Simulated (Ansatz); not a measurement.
Abridged output of a molecular run in Ansatz:

```
Functional definition: HF
1561 factors; integrals over basis functions are off by at most 1.2e-3 eV
mean field evaluation 1: about -63457.5866 eV, gradient 3.4e1 eV
mean field evaluation 2: about -63457.7325 eV, gradient 3.4e1 eV
mean field evaluation 4: about -63461.1272 eV, gradient 5.0e0 eV
mean field evaluation 8: about -63461.1903 eV, gradient 9.9e-2 eV
mean field -63461.19035133 eV, -2332.1557298715 hartree, gradient 1.7e-6 eV, S^2 0.000000; 0 other end points of the search recorded, 0 dependent functions left out
18 core orbitals not correlated: weight in the atoms' cores, before any rotation towards them, 1.000 or more for the frozen orbitals, at most 0.000 for the correlated occupied ones
reference -63461.19035133 eV, -2332.1557298715 hartree; 22, 22 occupied and 115, 115 virtual orbitals, 1561 factors
second order -27.69126885 eV of doubles, -0.00000000 eV of singles
cycle   1  -28.09696890 eV  change   -4.1e-1 eV  update   1.2e-1
cycle   2  -28.82765252 eV  change   -7.3e-1 eV  update   4.1e-2
cycle   3  -29.00836395 eV  change   -1.8e-1 eV  update   2.0e-2
cycle   4  -29.00835563 eV  change    8.3e-6 eV  update   5.5e-3
cycle   5  -29.00608734 eV  change    2.3e-3 eV  update   2.5e-3
cycle   6  -29.00548957 eV  change    6.0e-4 eV  update   7.6e-4
cycle   7  -29.00509407 eV  change    4.0e-4 eV  update   2.7e-4
cycle   8  -29.00496216 eV  change    1.3e-4 eV  update   8.1e-5
cycle   9  -29.00494740 eV  change    1.5e-5 eV  update   2.7e-5
perturbative correction -0.87712835 eV, -0.0322338722 hartree
Total energy: -63491.07242708 eV, -2333.2538759006 hartree
```

Its atoms:

Cartesian coordinates in Å:
```
C 3.2103 0.8669 1.1307
S 1.9421 2.1728 1.0082
Zn 0.1934 1.0552 0.3459
C -1.4015 0.0745 -0.2446
C -1.4423 -0.1109 -1.7580
C -1.5529 -1.2612 0.4769
H 3.4051 0.3999 0.1659
H 4.1263 1.3522 1.4678
H 2.9381 0.1047 1.8600
H -2.2453 0.7141 0.0440
H -0.6097 -0.7248 -2.1152
H -1.4018 0.8388 -2.2977
H -2.3653 -0.6213 -2.0634
H -1.5940 -1.1487 1.5635
H -2.4754 -1.7696 0.1665
H -0.7270 -1.9426 0.2496
```

Task: Which basis set was used?
A. def2-SVP
B. def2-TZVPPD
C. cc-pV(T+d)Z
D. cc-pV(Q+d)Z

Result: A. It gives 155 functions.

Task: Write the keys of the input that set method, charge and spin (a neutral closed shell needs none for the last two).

Result: 
```yaml
correlation: {method: ccsd_t, frozen_orbitals: {C: 1, H: 0, S: 5, Zn: 9}}
```
